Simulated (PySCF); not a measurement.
Spin-rotation constants: `NCC(F)(F)C1C=C1`, C5H7F2N

Geometry (Å), atoms numbered from 1 in this order:
```xyz
15

N     2.5509    0.4167   -0.1861
C     1.2845   -0.1740   -0.5474
C     0.1562    0.0363    0.4825
F     0.5861   -0.4188    1.7074
F    -0.0347    1.3799    0.6682
C    -1.1515   -0.6366    0.1168
C    -2.4565   -0.0106    0.5154
C    -2.1472    0.0818   -0.7416
H     2.4496    1.4198   -0.0681
H     2.8762    0.0337    0.6961
H     0.9500    0.2582   -1.4938
H     1.4223   -1.2502   -0.6773
H    -1.0484   -1.7172    0.0705
H    -3.0939    0.1842    1.3402
H    -2.3481    0.4048   -1.7320
```

The calculation used PySCF 2.14.0, GIAO HF/pcSseg-1 magnetisability, rotational g tensor and spin-rotation constants, non-relativistic, gas phase. Geometry: GFN2-xTB.

Give the nuclear spin-rotation constants along the inertial axes (H = +C I·J) beside the isotropic shieldings.

Rotational constants 3.9760, 1.4565, 1.3562 GHz. A star marks the isotopologue with that one atom substituted, in its own axes.
```tsv
atom	isotope	Caa (kHz)	Cbb (kHz)	Ccc (kHz)	mean (kHz)	σ (ppm)
N1	14N	0.151	0.043	0.031	0.075	257.4
F4	19F	4.945	0.959	0.274	2.059	349.4
F5	19F	4.736	0.224	0.967	1.976	352.0
H9	1H	-0.441	-0.173	0.009	-0.202	31.0
H10	1H	-0.364	-0.032	-0.145	-0.180	30.8
H11	1H	-0.411	0.028	-0.128	-0.171	29.3
H12	1H	-0.441	-0.158	0.059	-0.179	29.1
H13	1H	-0.412	-0.166	0.023	-0.185	30.5
H14	1H	-0.066	-0.013	-0.112	-0.064	24.4
H15	1H	-0.361	0.108	-0.136	-0.130	24.8
C2	13C*	0.658	0.255	0.253	0.389	145.2
C3	13C*	1.073	0.403	0.373	0.616	79.5
C6	13C*	0.548	0.243	0.091	0.294	179.4
C7	13C*	1.673	0.332	0.282	0.763	72.6
```
For the geometry as given, no vibrational averaging.

How do the rotational constants and the g tensor change when H9, H10, H11, H12, H13, H14, H15 are replaced by deuterium?

Constants 3.5104, 1.3031, 1.2143 GHz; g -0.0161, -0.0107, -0.0027, against -0.0181, -0.0120, -0.0030 before.
